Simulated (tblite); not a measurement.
Species: C₅H₁₃PSi.
Numbering: `[CH3:1][SiH:2]1[CH2:3][CH2:4][PH:5][CH2:6][CH2:7]1` (hydrogens: H8, H9, H10 on C1; H11 on Si2; H12, H13 on C3; H14, H15 on C4; H16 on P5; H17, H18 on C6; H19, H20 on C7)

Geometry (GFN2-xTB, Å), atoms numbered from 1 in this order:
```xyz
20
C5H13PSi angstrom
C     -2.3173    0.2474    0.2532
Si    -0.9601   -0.1129   -1.0334
C      0.2549    1.3567   -1.1213
C      1.2053    1.3879    0.0733
P      2.2905   -0.1235    0.0952
C      1.0070   -1.3637    0.6223
C      0.0354   -1.6582   -0.5183
H     -2.8760    1.1403   -0.0110
H     -3.0246   -0.5741    0.3122
H     -1.9085    0.3994    1.2484
H     -1.5569   -0.3346   -2.3607
H      0.8471    1.2857   -2.0356
H     -0.2883    2.3023   -1.1754
H      1.8694    2.2562    0.0109
H      0.6492    1.4558    1.0130
H      2.7833    0.1017    1.3935
H      1.5414   -2.2740    0.9137
H      0.4740   -0.9898    1.5014
H     -0.6356   -2.4660   -0.2199
H      0.6046   -2.0258   -1.3742
```

Method: GFN2-xTB as coded in tblite; computed harmonic values from a numerical Hessian at the method's own geometry, unscaled. This tight-binding method is rough: wavenumbers can miss measured ones by several per cent, in bad cases by 10 to 20. Modes of hydrogen on phosphorus and silicon can be 10 to 20 % off. One conformer, not necessarily the lowest.

Harmonic wavenumbers (cm⁻¹): 75.8, 103.1, 137.8, 164.5, 217.7, 269.7, 276.3, 304.3, 416.4, 607.3, 608.2, 625.9, 665.1, 671.8, 700.1, 743.4, 758.5, 799.4, 821.5, 824.0, 840.6, 840.8, 858.9, 922.6, 1056.3, 1059.2, 1065.0, 1091.1, 1145.8, 1153.3, 1257.1, 1265.3, 1288.1, 1291.7, 1371.4, 1449.2, 1457.9, 1476.1, 1478.4, 1481.9, 1488.9, 2190.8, 2209.9, 2917.5, 2924.8, 2936.0, 2936.6, 2961.1, 2962.3, 2979.3, 2979.7, 3031.9, 3042.3, 3045.3.

A = 2659, B = 1367, C = 1110 MHz; mass 132.052 u (most abundant isotopes); point group Cs, symmetry number 1.

Q: Zero-point energy?

A: ½Σν̃ = 36124 cm⁻¹ = 103.28 kcal/mol.

Q: What is S at 350 K and 1 bar for an ideal gas of classical rigid rotors and harmonic oscillators?

A: Translation 41.37, rotation 29.25, vibration 30.08: S = 100.7 cal/(mol K).

Q: And Cp and H(350 K) − H(0)?

A: Cp = 44.00 cal/(mol K), of which vibrations give 36.06 (their classical limit is 54 R = 107.3); H(350 K) − H(0) = 8.69 kcal/mol without the zero-point energy, 5.91 from vibrations.

Q: Which modes carry the vibrational entropy at 350 K?

A: 75.8 cm⁻¹: 4.31; 103.1 cm⁻¹: 3.71; 137.8 cm⁻¹: 3.14; 164.5 cm⁻¹: 2.80; 217.7 cm⁻¹: 2.27; 269.7 cm⁻¹: 1.88 cal/(mol K); the other 48 give 11.96 together.

Q: What must be added to the electronic energy to get the Gibbs energy at 350 K and 1 bar?

A: ZPE + [H(350 K) − H(0)] − T·S = 103.28 + 8.69 − 35.24 = 76.73 kcal/mol.

Hindered rotation and anharmonicity are outside this model. Other conformers, if any are populated, would add a mixing term that is left out.
